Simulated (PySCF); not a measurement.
## [Eu(HCN)]3+ at several levels of theory

Computed with PySCF 2.14.0 (density fitting, no spin-orbit coupling) at the geometry relaxed with PBE0:

```xyz
4
[Eu(HCN)]3+ (singlet in the valence; each metal's 4f electrons, 6 of them, lie in its core potential, out of spins and levels)
Eu    0.0000    0.0000   -0.2646
N     0.0000    0.0000    1.9847
C     0.0000    0.0000    3.1508
H     0.0000    0.0000    4.2664
```

| level | basis | state | HOMO (eV) | gap (eV) | charge on Eu1 (e) | population of f-type functions on Eu1 (polarisation alone where 4f lies in the core) | dipole about the centre of mass (D) | largest force component (eV/Å) |
| --- | --- | --- | --- | --- | --- | --- | --- | --- |
| PBE0 | Eu lcecp-1-SVP with ECP52, N def2-SVP, C def2-SVP, H def2-SVP | singlet | -26.91 | 7.17 | 2.51 | 0.02 | 4.56 | 0.02 |
| TPSS | the same | singlet | -25.61 | 5.07 | 2.49 | 0.02 | 4.75 | 1.10 |
| PBE0 | Eu lcecp-1-TZVP with ECP52, N def2-TZVP, C def2-TZVP, H def2-TZVP | singlet | -26.82 | 7.11 | 2.60 | 0.02 | 4.62 | 0.91 |

In the lcecp rows the 4f levels are missing from HOMO and gap, and the state counts the valence alone.

Charges are Mulliken's, which hang on the basis. The relaxation used the grid (50, 194), these runs (75, 302) or, all-electron (x2c bases, spin-free X2C Hamiltonian), (99, 590).

Q: What does TPSSh with Eu lcecp-1-SVP with ECP52, N def2-SVP, C def2-SVP, H def2-SVP give here?

A: state singlet, HOMO (eV) -26.11, gap (eV) 5.96, charge on Eu1 (e) 2.51, population of f-type functions on Eu1 (polarisation alone where 4f lies in the core) 0.02, dipole about the centre of mass (D) 4.63, largest force component (eV/Å) 0.60. Time: 14 s on 2 threads of Intel(R) Xeon(R) Processor @ 2.50GHz (Skylake/Cascade Lake) (shared host), from an already converged density.

In the first row's basis the gap widens with exact exchange: 5.1 eV for TPSS (none); 6.0 to 7.2 eV for TPSSh, PBE0 (a fixed share).

An lcecp potential fixes the number of 4f electrons, so in runs with it no electron can move into or out of that shell.
